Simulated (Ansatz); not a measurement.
Calculated with Ansatz (gas phase, PBE0-D4/def2-TZVP geometries, no zero-point term in ΔE). CCSD(T)/CBS is the MP2 limit (def2-TZVPP, def2-QZVPP) plus CCSD(T) − MP2 in def2-TZVPP, frozen cores. This one scheme is used for every species. DFT in def2-TZVPP. For Ge outer-core shells are correlated without core-valence functions, which leaves a few kJ/mol of doubt a bond. Scalar relativity is left out up to krypton.

Reaction (germylene formation by 1,1-elimination): `[SiH3][GeH2][Cl]` → `[Cl][GeH]` + SiH₄

```csv
level,ΔE (kcal/mol)
B97M-V,32.0
r2SCANh-D4,34.1
ωB97X-V,32.6
r2SCAN,33.1
```

(1) What does CCSD(T)/CBS give? (An estimate is asked.)

Largest T1 diagnostic among the species: 0.013.

## Answers

(1) Computed: +30.8 kcal/mol. The listed levels differ from it by 1.2, 3.3, 1.8, 2.3 kcal/mol.

In def2-TZVPP, CCSD(T) changes the Hartree–Fock value by +7.1 kcal/mol (the triples alone add +0.7 kcal/mol) and MP2 by +9.6 kcal/mol. From PBE to PBE0 (25 % exact exchange), in def2-TZVPP and without D4, ΔE moves by +3.4 kcal/mol.
